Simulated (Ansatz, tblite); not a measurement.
Removing and adding an electron: `C[Si](C)(C)C#CC#Cc1ccc(C#Cc2ccc(C#Cc3ccc(C#Cc4ccc(C#C[Si](C)(C)C)cc4)cc3)cc2)cc1`. The state is a singlet with charge 0. Geometry: PBE-D4/def2-SVP. Ansatz, gas phase; energy differences of separate SCF runs; the oxidised species was run as a doublet alone; the reduced species was run as a doublet alone.

```xyz
78

C    -2.369   16.707    8.080
Si   -1.064   16.735    6.712
C     0.621   17.230    7.410
C    -1.581   17.907    5.323
C    -0.924   15.029    6.011
C    -0.836   13.880    5.542
C    -0.741   12.624    5.031
C    -0.657   11.477    4.566
C    -0.565   10.166    4.037
C     0.342    9.219    4.589
C     0.428    7.930    4.071
C    -0.388    7.527    2.978
C    -0.305    6.211    2.454
C    -0.236    5.065    2.000
C    -0.160    3.748    1.480
C    -1.045    3.319    0.453
C    -0.974    2.024   -0.055
C    -0.011    1.100    0.436
C     0.061   -0.219   -0.082
C     0.122   -1.366   -0.533
C     0.191   -2.685   -1.053
C    -0.831   -3.187   -1.903
C    -0.764   -4.481   -2.413
C     0.331   -5.331   -2.101
C     0.402   -6.649   -2.624
C     0.463   -7.793   -3.081
C     0.535   -9.108   -3.610
C     1.687   -9.916   -3.401
C     1.758  -11.205   -3.924
C     0.682  -11.745   -4.678
C     0.757  -13.061   -5.215
C     0.822  -14.204   -5.684
Si    0.923  -15.910   -6.389
C     2.537  -16.061   -7.361
C    -0.564  -16.175   -7.526
C     0.894  -17.151   -4.963
C    -0.469  -10.939   -4.888
C    -0.541   -9.649   -4.366
C     1.355   -4.828   -1.252
C     1.285   -3.536   -0.738
C     0.876    1.531    1.461
C     0.803    2.823    1.972
C    -1.295    8.474    2.427
C    -1.381    9.764    2.944
H    -2.084   16.002    8.887
H    -2.482   17.717    8.526
H    -3.355   16.392    7.683
H     0.942   16.531    8.209
H     0.575   18.251    7.843
H     1.397   17.226    6.618
H    -0.832   17.911    4.506
H    -2.558   17.607    4.892
H    -1.678   18.943    5.708
H     0.977    9.520    5.434
H     1.132    7.206    4.506
H    -1.792    4.025    0.063
H    -1.665    1.703   -0.848
H    -1.683   -2.538   -2.153
H    -1.562   -4.859   -3.067
H     2.526   -9.508   -2.819
H     2.655  -11.820   -3.757
H     2.634  -17.076   -7.800
H     3.414  -15.884   -6.706
H     2.574  -15.323   -8.188
H    -0.538  -17.192   -7.971
H    -1.516  -16.067   -6.968
H    -0.567  -15.437   -8.354
H    -0.040  -17.057   -4.372
H     0.955  -18.189   -5.350
H     1.750  -16.989   -4.277
H    -1.308  -11.347   -5.470
H    -1.438   -9.034   -4.534
H     2.207   -5.476   -1.003
H     2.083   -3.158   -0.082
H     1.624    0.824    1.850
H     1.493    3.144    2.766
H    -1.931    8.173    1.582
H    -2.085   10.488    2.509
```

The xTB rows come from tblite. Single mean-field runs in def2-TZVP are fitted with def2-universal-jkfit.

```json
{"level": "GFN1-xTB", "−HOMO (eV)": "10.79", "vertical IE (eV)": "11.90", "−LUMO (eV)": "8.81", "vertical EA (eV)": "7.66", "HOMO–LUMO gap (eV)": "1.98", "IE − EA (eV)": "4.24"}
{"level": "GFN2-xTB", "−HOMO (eV)": "9.78", "vertical IE (eV)": "10.93", "−LUMO (eV)": "7.78", "vertical EA (eV)": "6.58", "HOMO–LUMO gap (eV)": "2.00", "IE − EA (eV)": "4.35"}
{"level": "PBE-D4/def2-TZVP", "−HOMO (eV)": "5.07", "vertical IE (eV)": "6.24", "−LUMO (eV)": "3.20", "vertical EA (eV)": "2.13", "HOMO–LUMO gap (eV)": "1.87", "IE − EA (eV)": "4.11"}
{"level": "PBE0-D4/def2-TZVP", "−HOMO (eV)": "5.82", "vertical IE (eV)": "6.64", "−LUMO (eV)": "2.62", "vertical EA (eV)": "1.89", "HOMO–LUMO gap (eV)": "3.19", "IE − EA (eV)": "4.75"}
```

 Raw xTB energy differences between charge states are shifted by several eV; the methods need an empirical correction for them. Sets without diffuse functions give affinities that are too small.
